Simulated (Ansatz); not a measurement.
Geometry optimisation, Ansatz, RKS B3LYP/def2-SVP.

Input file:

```yaml
crystal:
  periodic: [false, false, false]
  atoms:
    - { symbol: Ge, position_ang: [0.543383, 0.082233, -0.248969] }
    - { symbol: Cl, position_ang: [-1.296488, 0.6684, 2.58732] }
    - { symbol: O, position_ang: [1.239423, -0.231577, -1.841389] }
    - { symbol: H, position_ang: [2.193838, -0.391837, -1.82009] }
    - { symbol: O, position_ang: [-0.966357, 0.887807, -0.647157] }
    - { symbol: H, position_ang: [-1.493862, 1.055466, 0.149162] }
    - { symbol: H, position_ang: [0.425087, -1.177806, 0.617145] }
    - { symbol: Br, position_ang: [2.010261, 1.5668, 0.92018] }
    - { symbol: H, position_ang: [-0.135485, 1.330013, 2.627796] }
basis:
  gaussian: { orbitals: def2-SVP }
hamiltonian:
  xc: b3lyp
relax:
  f_tol: 0.03
  max_steps: 50
```

Run as:

```bash
$ ansatz run input.yaml --threads 4 --pin off --max-ram 5120MiB --backend cpu --events-out ev --progress --plain --runs-dir out
```

**Question.** Where does it end, and by what steps?

**Answer.** The run converged. After 24 steps the energy has fallen by 0.177 eV; H4 moved furthest, 1.16 Å.

```json
{"step": "0", "energy less start (eV)": "0.0000", "largest force component (eV/Å)": "0.841", "accepted": "yes"}
{"step": "1", "energy less start (eV)": "-0.0352", "largest force component (eV/Å)": "0.899", "accepted": "yes"}
{"step": "2", "energy less start (eV)": "-0.0261", "largest force component (eV/Å)": "1.253", "accepted": "no"}
{"step": "3", "energy less start (eV)": "-0.0478", "largest force component (eV/Å)": "0.835", "accepted": "yes"}
{"step": "4", "energy less start (eV)": "-0.0683", "largest force component (eV/Å)": "0.508", "accepted": "yes"}
{"step": "5", "energy less start (eV)": "-0.0816", "largest force component (eV/Å)": "0.090", "accepted": "yes"}
{"step": "6", "energy less start (eV)": "-0.0821", "largest force component (eV/Å)": "0.110", "accepted": "yes"}
{"step": "7", "energy less start (eV)": "-0.0817", "largest force component (eV/Å)": "0.553", "accepted": "no"}
{"step": "8", "energy less start (eV)": "-0.0855", "largest force component (eV/Å)": "0.072", "accepted": "yes"}
{"step": "9", "energy less start (eV)": "-0.0892", "largest force component (eV/Å)": "0.057", "accepted": "yes"}
{"step": "10", "energy less start (eV)": "-0.0622", "largest force component (eV/Å)": "1.593", "accepted": "no"}
{"step": "11", "energy less start (eV)": "-0.0920", "largest force component (eV/Å)": "0.189", "accepted": "yes"}
{"step": "12", "energy less start (eV)": "-0.0926", "largest force component (eV/Å)": "0.643", "accepted": "yes"}
{"step": "13", "energy less start (eV)": "-0.1085", "largest force component (eV/Å)": "0.231", "accepted": "yes"}
{"step": "14", "energy less start (eV)": "-0.1224", "largest force component (eV/Å)": "0.344", "accepted": "yes"}
{"step": "15", "energy less start (eV)": "-0.1426", "largest force component (eV/Å)": "0.409", "accepted": "yes"}
{"step": "16", "energy less start (eV)": "-0.1378", "largest force component (eV/Å)": "0.509", "accepted": "no"}
{"step": "17", "energy less start (eV)": "-0.1529", "largest force component (eV/Å)": "0.586", "accepted": "yes"}
{"step": "18", "energy less start (eV)": "-0.1542", "largest force component (eV/Å)": "0.403", "accepted": "yes"}
{"step": "19", "energy less start (eV)": "-0.1629", "largest force component (eV/Å)": "0.392", "accepted": "yes"}
{"step": "20", "energy less start (eV)": "-0.1709", "largest force component (eV/Å)": "0.111", "accepted": "yes"}
{"step": "21", "energy less start (eV)": "-0.1742", "largest force component (eV/Å)": "0.100", "accepted": "yes"}
{"step": "22", "energy less start (eV)": "-0.1749", "largest force component (eV/Å)": "0.276", "accepted": "yes"}
{"step": "23", "energy less start (eV)": "-0.1773", "largest force component (eV/Å)": "0.030", "accepted": "yes"}
{"step": "24", "energy less start (eV)": "-0.1773", "largest force component (eV/Å)": "0.012", "accepted": "yes"}
```

```xyz
9
Properties=species:S:1:pos:R:3
Ge 0.705 -0.257 -0.215
Cl -1.550 1.512 2.599
O 1.565 -0.357 -1.748
H 1.541 0.471 -2.250
O -0.790 0.623 -0.526
H -1.244 0.936 0.276
H 0.564 -1.680 0.325
Br 1.980 0.975 1.352
H -0.250 1.567 2.531
```

Whether the end is a true minimum wasn't checked by a vibrational analysis.

The run took 48 s on 4 threads of Intel(R) Xeon(R) 6975P-C (Granite Rapids) (shared host), peak memory 0.4 GiB.
